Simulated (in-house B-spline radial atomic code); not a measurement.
**RPA and G0W0 on PBE: Mo³¹⁺**

Configuration [Ne] 3s1, highest spin, mean-field start PBE. Computed with a B-spline radial code for spherical atoms: all electrons, non-relativistic, point nucleus, each spin shell either full or empty, empty states to l = 9 with an (l + 1/2)⁻⁴ tail; G0W0 by contour deformation at full frequency.

Without relativity these are model numbers: it shifts the levels of so heavy an element strongly and can reorder them.

Command:
```bash
python run_gw.py task.json out
```
Settings (radii: box in bohr, nucleus in fm):
```
Z                        42
electrons                11
configuration            [Ne] 3s1
hamiltonian              nr
method                   pbe,pbe
lmax                     9
spin_polarised           True
box_radius               2.97
intervals                46
ion_configuration        [He] 2s2 2p6
```

Cost of the run: 1.6 s on 1 thread of Intel(R) Xeon(R) Platinum 8375C CPU @ 2.90GHz, on a shared host.

Energies (hartree):

```csv
term,value
mean-field total,-3239.53588
Hartree-Fock functional on these orbitals,-3239.63729
direct second order,-0.78818
second-order exchange,0.33358
SOSEX correction,0.31269
```

Task: What is the RPA correlation energy, and what remains with SOSEX?

Result: RPA gives -0.75115 hartree (-1.86 eV per electron); RPA + SOSEX gives -0.43846, and the second-order doubles -0.4546 hartree (no singles). RPA lacks exchange-type terms and so overcorrelates at short range.

Quasi-particle levels (eV):

```
  level  occupied  mean field  Σx - vxc     Σc  QP weight      G0W0
  3s up       yes    -1729.58    -22.92      ?          ?         ?
2p down       yes    -4081.45    -86.28   3.09      0.994  -4164.63
  2p up       yes    -4083.59    -87.06   3.38      0.991  -4167.27
2s down       yes    -4271.11   -104.79   2.96      0.991  -4372.94
3s down        no    -1716.72     29.58  -5.86      0.964  -1693.00
```

G0W0 = mean field + (Σx - vxc) + Σc, with Σc (partial-wave tail included) taken at the quasi-particle energy. Only the outer levels were computed.

Task: Where does G0W0 put 3s up?

Result: At -1756.59 eV, with Σc = -4.10 eV and a quasi-particle weight of 0.982. The tabulated removal energy is 1790.93 ± 0.06 eV (NIST, semi-empirical); the calculation leaves out relativity, Breit and QED terms, and what these don't explain is the method's own error.

Task: What does it cost to remove one electron (to [He] 2s2 2p6) by differences of total energies, each species on its own start (correlation terms add to the Hartree-Fock functional)?

Result: PBE 1756.58 eV, Hartree-Fock functional 1752.31 eV, + RPA 1755.34 eV, + RPA + SOSEX 1752.96 eV, + second order 1753.06 eV. Tabulated: 1790.93 ± 0.06 eV (NIST, semi-empirical); the calculation leaves out relativity, Breit and QED terms, and what these don't explain is the method's own error.
